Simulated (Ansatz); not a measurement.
Relaxation of Te₆As₄ with RKS r2SCAN-D4/def2-SVP.

```sh
$ ansatz run in.yaml --threads 4 --pin off --events-out ev --progress --plain --max-ram 6963MiB
```

```yaml
crystal:
  periodic: [false, false, false]
  atoms:
    - {symbol: As, position_ang: [0.811450, -0.627440, 2.016860]}
    - {symbol: As, position_ang: [0.776370, 0.251620, -1.050560]}
    - {symbol: As, position_ang: [-1.076550, -2.418830, -1.648640]}
    - {symbol: As, position_ang: [-1.795860, 1.971650, 0.990470]}
    - {symbol: Te, position_ang: [-1.251780, -0.543850, 0.338410]}
    - {symbol: Te, position_ang: [1.120860, -2.590010, -0.427900]}
    - {symbol: Te, position_ang: [-0.556930, -0.828540, -3.436950]}
    - {symbol: Te, position_ang: [2.657960, 0.598230, 0.915790]}
    - {symbol: Te, position_ang: [-0.203310, 2.754130, -0.780260]}
    - {symbol: Te, position_ang: [-0.482220, 1.433040, 3.082790]}
basis:
  gaussian: {orbitals: def2-SVP}
hamiltonian: {xc: r2scan, dispersion: d4}
scf: {lower_state_search: "off"}
output: {orbitals: {seedname: orbitals}}
relax: {f_tol: 0.03, max_steps: 70}
```

Hardware: 4 threads of Arm Neoverse V1 on a shared host. Wall time 6.7 min, peak host memory 0.88 GiB.

Positions (Å) and forces (eV/Å) at steps 1, 2, 3, 4, 5, 6, 7, 8, 9, 10, 11, 12, 13, 14, 15, 16, 17, 18, 19, 20 of 20:

```xyz
10
step=1 energy=-287117.2713 eV
As    0.811   -0.627    2.017    0.236   -0.891    1.485
As    0.776    0.252   -1.051    0.443    0.326   -0.892
As   -1.077   -2.419   -1.649   -0.958   -1.199   -0.518
As   -1.796    1.972    0.990   -1.114    0.786    0.212
Te   -1.252   -0.544    0.338   -1.258   -0.568    0.526
Te    1.121   -2.590   -0.428    0.863   -0.925   -0.081
Te   -0.557   -0.829   -3.437    0.252    0.449   -0.848
Te    2.658    0.598    0.916    1.037    0.711   -0.260
Te   -0.203    2.754   -0.780    0.509    0.874   -0.702
Te   -0.482    1.433    3.083   -0.010    0.438    1.076
10
step=2 energy=-287117.8559 eV
As    0.878   -0.674    2.194    0.116    0.639   -0.248
As    0.780    0.282   -1.124   -0.459   -0.135    0.357
As   -1.132   -2.550   -1.750    0.498    0.150   -0.110
As   -1.868    2.085    1.018    0.458   -0.102   -0.013
Te   -1.340   -0.594    0.407    0.560    0.136    0.057
Te    1.181   -2.749   -0.512   -0.529    0.070   -0.354
Te   -0.541   -0.835   -3.531    0.059   -0.145    0.225
Te    2.733    0.654    0.927   -0.554   -0.264    0.150
Te   -0.179    2.876   -0.835   -0.103   -0.270    0.126
Te   -0.511    1.506    3.204   -0.047   -0.078   -0.190
10
step=3 energy=-287118.0043 eV
As    0.836   -0.527    2.270    0.174    0.288    0.247
As    0.729    0.212   -1.109    0.038   -0.063    0.004
As   -1.147   -2.540   -1.834    0.262   -0.078   -0.089
As   -1.746    2.025    1.054   -0.234    0.110   -0.123
Te   -1.273   -0.650    0.438   -0.094    0.142    0.096
Te    1.138   -2.809   -0.663   -0.233   -0.012   -0.095
Te   -0.501   -0.863   -3.588    0.036    0.118    0.117
Te    2.614    0.738    0.944   -0.065   -0.171   -0.036
Te   -0.144    2.808   -0.827   -0.059   -0.071   -0.060
Te   -0.505    1.605    3.313    0.176   -0.263   -0.060
10
step=4 energy=-287118.0724 eV
As    0.918   -0.401    2.402    0.002   -0.066   -0.086
As    0.677    0.124   -1.039    0.231    0.013   -0.111
As   -1.130   -2.514   -1.935   -0.057   -0.141    0.131
As   -1.821    2.036    1.020   -0.043   -0.216    0.008
Te   -1.287   -0.634    0.593   -0.176   -0.321   -0.102
Te    1.088   -2.921   -0.799   -0.084    0.048    0.175
Te   -0.372   -0.729   -3.524   -0.036    0.304   -0.168
Te    2.654    0.668    0.897    0.130   -0.011    0.002
Te   -0.237    2.722   -0.881    0.045    0.095   -0.164
Te   -0.490    1.648    3.266   -0.012    0.296    0.315
10
step=5 energy=-287118.1240 eV
As    0.923   -0.365    2.415    0.092   -0.008   -0.071
As    0.707    0.107   -1.040    0.002    0.058    0.034
As   -1.135   -2.489   -1.956   -0.034   -0.043    0.032
As   -1.819    1.980    1.004   -0.023   -0.088    0.056
Te   -1.280   -0.699    0.580    0.049   -0.048   -0.101
Te    1.047   -2.922   -0.752   -0.040   -0.055    0.011
Te   -0.388   -0.651   -3.520    0.034    0.056   -0.018
Te    2.689    0.662    0.898   -0.071   -0.049    0.040
Te   -0.252    2.694   -0.918    0.008    0.017    0.027
Te   -0.491    1.683    3.290   -0.018    0.159   -0.010
10
step=6 energy=-287118.1289 eV
As    0.941   -0.247    2.493    0.080    0.038   -0.038
As    0.738    0.141   -1.029   -0.064   -0.015   -0.085
As   -1.168   -2.510   -2.047    0.099    0.191   -0.106
As   -1.863    1.880    1.050   -0.096    0.060    0.116
Te   -1.221   -0.741    0.547    0.015   -0.138    0.077
Te    0.957   -3.072   -0.850    0.034    0.009    0.156
Te   -0.336   -0.610   -3.527   -0.076    0.003    0.085
Te    2.734    0.634    0.951   -0.109   -0.062   -0.004
Te   -0.328    2.660   -0.876    0.141   -0.019   -0.106
Te   -0.455    1.866    3.287   -0.024   -0.065   -0.095
10
step=7 energy=-287118.1427 eV
As    1.013   -0.281    2.413   -0.045   -0.080    0.228
As    0.698    0.188   -1.061    0.068    0.066    0.149
As   -1.140   -2.467   -2.028   -0.043   -0.066    0.104
As   -1.891    1.869    1.029    0.023    0.079    0.116
Te   -1.230   -0.757    0.536    0.042   -0.095   -0.054
Te    0.894   -3.086   -0.688   -0.009    0.021   -0.031
Te   -0.319   -0.564   -3.490    0.034    0.043   -0.194
Te    2.776    0.653    0.930   -0.033    0.019   -0.164
Te   -0.313    2.677   -0.891   -0.005    0.010   -0.043
Te   -0.488    1.768    3.248   -0.032    0.003   -0.109
10
step=8 energy=-287118.1548 eV
As    0.988   -0.293    2.457   -0.015    0.018    0.048
As    0.708    0.171   -1.051    0.003    0.060    0.088
As   -1.143   -2.465   -2.022   -0.062    0.026   -0.012
As   -1.875    1.877    1.032   -0.010    0.049    0.072
Te   -1.220   -0.761    0.548    0.002   -0.075   -0.040
Te    0.925   -3.050   -0.722    0.034   -0.012    0.011
Te   -0.327   -0.575   -3.516    0.023   -0.025   -0.012
Te    2.733    0.633    0.922    0.033   -0.001   -0.062
Te   -0.316    2.672   -0.900    0.013   -0.007   -0.037
Te   -0.472    1.792    3.252   -0.020   -0.034   -0.057
10
step=9 energy=-287118.1628 eV
As    1.039   -0.281    2.457   -0.030    0.014    0.011
As    0.685    0.231   -1.019    0.019    0.048   -0.086
As   -1.156   -2.410   -1.992   -0.087   -0.034   -0.040
As   -1.896    1.858    1.035   -0.090    0.050    0.009
Te   -1.232   -0.807    0.523    0.155   -0.034    0.059
Te    0.880   -3.104   -0.686   -0.029    0.023    0.072
Te   -0.240   -0.570   -3.497    0.038    0.043   -0.042
Te    2.753    0.613    0.862   -0.035    0.002    0.028
Te   -0.350    2.698   -0.903    0.012   -0.072    0.012
Te   -0.482    1.773    3.219    0.047   -0.041   -0.022
10
step=10 energy=-287118.1828 eV
As    1.108   -0.258    2.479   -0.071    0.036    0.001
As    0.686    0.296   -1.018    0.000    0.076   -0.045
As   -1.182   -2.351   -1.989   -0.054   -0.018   -0.079
As   -1.943    1.814    1.041   -0.006    0.053   -0.082
Te   -1.187   -0.857    0.504    0.196   -0.048    0.062
Te    0.785   -3.164   -0.625   -0.063   -0.008    0.071
Te   -0.158   -0.541   -3.489    0.041   -0.024   -0.026
Te    2.783    0.596    0.831   -0.071    0.003   -0.004
Te   -0.400    2.698   -0.908   -0.049   -0.009    0.056
Te   -0.490    1.767    3.175    0.078   -0.059    0.045
10
step=11 energy=-287118.2134 eV
As    1.171   -0.231    2.499   -0.142   -0.001    0.012
As    0.672    0.394   -1.023    0.077    0.050   -0.058
As   -1.201   -2.297   -1.989    0.005   -0.058   -0.114
As   -1.968    1.768    1.049   -0.017    0.084   -0.148
Te   -1.130   -0.918    0.478    0.226   -0.032    0.155
Te    0.676   -3.262   -0.555   -0.151    0.041    0.005
Te   -0.060   -0.525   -3.483    0.071   -0.074    0.043
Te    2.793    0.584    0.788   -0.087    0.041   -0.083
Te   -0.456    2.731   -0.912   -0.107    0.017    0.100
Te   -0.497    1.755    3.148    0.125   -0.067    0.087
10
step=12 energy=-287118.2616 eV
As    1.205   -0.212    2.513   -0.212   -0.130   -0.057
As    0.670    0.538   -1.032   -0.039   -0.181   -0.116
As   -1.247   -2.249   -2.000    0.106    0.104   -0.211
As   -1.973    1.728    1.055   -0.080    0.047   -0.156
Te   -1.000   -1.000    0.470    0.059    0.183    0.243
Te    0.521   -3.364   -0.480   -0.034   -0.052   -0.055
Te    0.096   -0.559   -3.465    0.035   -0.145    0.220
Te    2.755    0.588    0.703    0.119    0.162   -0.095
Te   -0.534    2.806   -0.906   -0.107    0.005    0.129
Te   -0.493    1.723    3.142    0.153    0.007    0.098
10
step=13 energy=-287118.3104 eV
As    1.151   -0.263    2.394    0.034   -0.020    0.210
As    0.635    0.563   -1.018    0.112    0.086   -0.162
As   -1.225   -2.230   -2.070   -0.041    0.104    0.056
As   -1.990    1.784    1.111    0.015   -0.230    0.071
Te   -0.948   -0.994    0.524   -0.267   -0.010   -0.205
Te    0.395   -3.447   -0.449    0.032    0.050    0.037
Te    0.279   -0.627   -3.423    0.050   -0.068    0.174
Te    2.749    0.682    0.647   -0.002    0.038   -0.137
Te   -0.634    2.812   -0.878    0.029    0.044   -0.042
Te   -0.411    1.720    3.163    0.038    0.007   -0.003
10
step=14 energy=-287118.3246 eV
As    1.179   -0.279    2.384    0.003    0.094   -0.040
As    0.629    0.628   -1.048    0.088   -0.194    0.009
As   -1.252   -2.170   -2.070    0.252   -0.080   -0.083
As   -2.022    1.735    1.159    0.158   -0.035   -0.075
Te   -0.958   -0.986    0.480   -0.033    0.038    0.070
Te    0.313   -3.470   -0.410   -0.135    0.108   -0.142
Te    0.442   -0.701   -3.388   -0.163   -0.043    0.211
Te    2.734    0.707    0.586   -0.025   -0.020    0.028
Te   -0.699    2.819   -0.842   -0.143    0.178   -0.026
Te   -0.365    1.716    3.149    0.000   -0.046    0.046
10
step=15 energy=-287118.3135 eV rejected
As    1.151   -0.268    2.391    0.083   -0.050    0.041
As    0.628    0.626   -1.047    0.012   -0.043    0.023
As   -1.261   -2.236   -2.097    0.182    0.024    0.093
As   -1.926    1.708    1.140   -0.215    0.222    0.134
Te   -0.986   -0.977    0.453    0.100    0.064    0.167
Te    0.338   -3.451   -0.443   -0.093   -0.086   -0.053
Te    0.387   -0.707   -3.353    0.040    0.053   -0.156
Te    2.723    0.731    0.626   -0.125   -0.033   -0.051
Te   -0.694    2.850   -0.887    0.028   -0.072    0.030
Te   -0.361    1.725    3.216   -0.013   -0.078   -0.228
10
step=16 energy=-287118.3357 eV
As    1.189   -0.268    2.388   -0.019    0.020   -0.056
As    0.624    0.632   -1.039    0.050   -0.150   -0.010
As   -1.226   -2.198   -2.072    0.081   -0.060    0.028
As   -1.999    1.736    1.148    0.050   -0.041    0.015
Te   -0.984   -0.965    0.484    0.078   -0.130   -0.046
Te    0.304   -3.515   -0.432   -0.134    0.212   -0.025
Te    0.426   -0.687   -3.368   -0.025    0.028    0.068
Te    2.737    0.714    0.592   -0.044    0.001    0.015
Te   -0.706    2.839   -0.858   -0.040    0.095   -0.048
Te   -0.365    1.710    3.158    0.001    0.025    0.058
10
step=17 energy=-287118.3420 eV
As    1.176   -0.267    2.389    0.026   -0.014    0.022
As    0.623    0.610   -1.043   -0.005    0.040    0.020
As   -1.220   -2.194   -2.082   -0.069   -0.046   -0.016
As   -1.973    1.727    1.150   -0.018    0.044    0.019
Te   -0.977   -0.980    0.490   -0.017    0.020   -0.025
Te    0.298   -3.480   -0.426    0.038   -0.022   -0.005
Te    0.421   -0.679   -3.376    0.031    0.017    0.024
Te    2.722    0.717    0.597    0.015    0.001   -0.002
Te   -0.709    2.831   -0.879    0.003   -0.033    0.006
Te   -0.361    1.715    3.180   -0.004   -0.006   -0.042
10
step=18 energy=-287118.3373 eV rejected
As    1.174   -0.300    2.366   -0.057    0.033    0.017
As    0.594    0.636   -1.025   -0.043    0.050   -0.044
As   -1.197   -2.211   -2.088    0.009   -0.005   -0.061
As   -1.991    1.752    1.166    0.009   -0.046    0.025
Te   -1.010   -0.976    0.479    0.032   -0.003    0.040
Te    0.307   -3.471   -0.401   -0.027    0.002    0.016
Te    0.481   -0.677   -3.331   -0.037   -0.013   -0.054
Te    2.715    0.671    0.556    0.048    0.033    0.020
Te   -0.750    2.861   -0.867    0.068   -0.063   -0.029
Te   -0.323    1.715    3.146   -0.003    0.012    0.070
10
step=19 energy=-287118.3397 eV rejected
As    1.179   -0.273    2.397   -0.031   -0.010   -0.030
As    0.635    0.623   -1.047   -0.124   -0.021    0.080
As   -1.228   -2.223   -2.105    0.050    0.065    0.079
As   -1.982    1.744    1.165    0.023   -0.035   -0.046
Te   -0.972   -0.974    0.475   -0.030    0.030   -0.003
Te    0.299   -3.471   -0.421    0.007   -0.016   -0.036
Te    0.421   -0.680   -3.360    0.026   -0.047   -0.078
Te    2.721    0.709    0.598    0.056    0.012    0.004
Te   -0.718    2.828   -0.876    0.005    0.004    0.015
Te   -0.354    1.717    3.175    0.019    0.017    0.016
10
step=20 energy=-287118.3437 eV
As    1.176   -0.273    2.386    0.000   -0.003    0.003
As    0.618    0.618   -1.038   -0.008   -0.002    0.006
As   -1.219   -2.207   -2.091   -0.001   -0.002    0.003
As   -1.980    1.738    1.159   -0.005   -0.002    0.005
Te   -0.986   -0.977    0.483    0.005    0.006   -0.003
Te    0.301   -3.478   -0.424   -0.001    0.003   -0.005
Te    0.434   -0.681   -3.363    0.003    0.002    0.001
Te    2.724    0.708    0.590   -0.002    0.001    0.000
Te   -0.718    2.834   -0.873    0.005   -0.004   -0.007
Te   -0.351    1.718    3.172    0.003    0.002   -0.002
```

In the def2 sets Te takes a core potential; there is no spin–orbit coupling. Another isomer (singlet) lies 0.84 eV lower at PBE0-D4/def2-SVP; other spin states weren't run for this one.
